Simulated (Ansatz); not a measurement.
Energy profile

The step: GeHClO ([OH][Ge][Cl]) + HCl → GeH₂Cl₂O ([OH2][Ge]([Cl])[Cl]); bonds formed: Ge1–Cl4, O2–H3; bonds broken: H3–Cl4; bonds weakened to dative contacts: Ge1–O2 (atoms numbered as in the saddle structure below).

Ge1  (1.308, 0.024, 0.292)
O2  (-0.027, -0.710, -0.812)
H3  (-0.573, 0.646, -0.864)
Cl4  (-0.475, 1.984, -0.473)
Cl5  (0.393, -0.654, 2.181)
H6  (-0.625, -1.289, -0.325)
(Å)

Electronic energies by CCSD(T) at an estimated basis limit (MP2 extrapolated from triple and quadruple zeta, plus CCSD(T) − MP2 in triple zeta), on PBE0-D4/def2-TZVP structures; GeH2Cl2O, closed shell; no counterpoise correction. Program: Ansatz 0.2.0. Basis: def2-TZVPP and def2-QZVPP. Cores are frozen in the correlated methods. Filled d shells of the heavier atoms are correlated. The def2 sets are not built for correlating such inner shells, so the correlated values are less sure here. Extrapolation: Hartree–Fock as exp(−7.88 √X), correlation as X^−2.97.

Question: Give the profile in kcal/mol, counted from the separated reactants. (An estimate is asked for; the value comes from the calculation.)

Answer: Computed:
```csv
point,kcal/mol
"separated: GeHClO (linked as [OH][Ge][Cl]; Ge1, O2, Cl5, H6; singlet) + HCl (H3, Cl4; singlet)",0.00
start structure,-4.86
saddle,0.89
end structure,-19.99
```

No T1 diagnostic of these runs exceeds 0.015.

For scale, one of the runs: CCSD(T)/def2-TZVPP, 191 basis functions, launched by `ansatz run in.yaml --threads 4 --pin off --events-out ev --progress --plain --max-ram 9574MiB`. Time: 45 s of wall clock on 4 CPU threads of an Intel Xeon Platinum 8259CL; the host was shared. Peak host memory: 2.1 GiB.
